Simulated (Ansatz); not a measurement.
Cost and result for the atomization energy of ClF2GeH3Si, SMILES `F[SiH2][GeH]([F])[Cl]` (8 atoms, 7 bonds).

Charge 0, multiplicity 1. Correlated methods include outer-core shells of Ge, which these sets cover unevenly. Scalar relativity is left out up to krypton. All single points use the PBE0-D4/def2-TZVP geometry. It is one conformer, not always the lowest. Program: Ansatz. All runs use 4 threads of an Arm Neoverse V1 on a shared host. Times are those of one run each, without the atoms' runs, and a repeat can differ threefold. Electronic energies, without spin–orbit coupling; frozen cores. CCSD(T)/CBS adds CCSD(T) − MP2 in def2-TZVPP to the MP2 limit, and its time is that of the two runs behind it. T1 = 0.012. With those shells the extrapolation isn't a true limit. B3LYP takes the VWN-RPA correlation (the form of Gaussian; ORCA's B3LYP/G).

CCSD(T)/CBS is a level of theory with its own doubt, some kJ/mol a heavy atom from the limit and from the frozen cores, so smaller differences don't rank the functionals.

| level | functions | wall time | atomization (kJ/mol) | difference from CCSD(T)/CBS | per bond |
| --- | --- | --- | --- | --- | --- |
| PBE-D4/def2-TZVPP (with forces) | 236 | 2.7 s | 2584.3 | -4.7 | -0.7 |
| PBE0-D4/def2-TZVPP | 236 | 3.9 s | 2536.1 | -52.9 | -7.6 |
| r2SCAN-D4/def2-TZVPP (with forces) | 236 | 6 s | 2584.0 | -5.0 | -0.7 |
| B3LYP-D4/def2-TZVPP (with forces) | 236 | 6 s | 2543.6 | -45.4 | -6.5 |
| B2PLYP/def2-TZVPP | 236 | 6.5 s | 2532.7 | -56.3 | -8.0 |
| ωB97X-V/def2-TZVPP | 236 | 9.5 s | 2596.1 | 7.1 | 1.0 |
| ωB97M-V/def2-TZVPP (with forces) | 236 | 15 s | 2565.8 | -23.2 | -3.3 |
| MP2/def2-QZVPP | 433 | 22 s | 2623.9 | 34.9 | 5.0 |
| CCSD(T)/def2-TZVPP | 236 | 3.8 min | 2516.4 | -72.6 | -10.4 |
| CCSD(T)/CBS(def2) | – | 4.2 min | 2589.0 | 0.0 | 0.0 |

In def2-TZVPP, CCSD(T) changes the Hartree–Fock value by +626.3 kJ/mol (the triples alone add +40.2 kJ/mol) and MP2 by +689.6 kJ/mol; breaking electron pairs costs correlation energy, which Hartree–Fock lacks. From PBE to PBE0 (25 % exact exchange), in def2-TZVPP and without D4, the atomization energy moves by −45.5 kJ/mol: exact exchange takes away binding that semilocal exchange gives to molecules. The D4 term adds +31.7 kJ/mol with B3LYP and +16.7 kJ/mol with PBE0; it sums over pairs of atoms, weighted by their polarisabilities, and B3LYP, whose exchange is more repulsive, gets the larger term.
